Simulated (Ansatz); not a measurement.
B5⁺, relaxed as a singlet with RKS B3LYP-D4/def2-SVP in Ansatz, starting from the GFN1-xTB geometry. Force threshold 0.02 eV/Å.

The structure comes from a short search, and lower isomers may exist.

Start:

```xyz
5

B     0.076    0.771   -1.057
B     0.109   -1.235    0.419
B    -0.236   -0.011    1.299
B    -0.256    1.234    0.379
B     0.307   -0.759   -1.040
```

(1) Estimate the energy that the relaxation releases and the steps that it takes.

(2) Does the start keep its bonding and symmetry?

(3) Predict the relaxed structure.

Answers

(1) 0.5 kcal/mol, in 11 steps; 3.5 s on 4 threads of AMD EPYC 9R45 on a shared host. The force fell under the threshold at step 3, but the optimiser went on. No frequencies were taken in this run, so the end may be a saddle point.

(2) By distances, no bond broke or formed. The bond that changes most is B3–B4, from 1.55 to 1.57 Å (atoms count from 1). Point group Cs at the start, Cs at the end, both within 0.05 Å.

(3) 
```xyz
5

B     0.078    0.722   -1.021
B     0.106   -1.163    0.382
B    -0.250    0.006    1.356
B    -0.265    1.252    0.408
B     0.331   -0.817   -1.125
```
Bond lengths: 5 × B–B 1.56 to 1.57 Å.
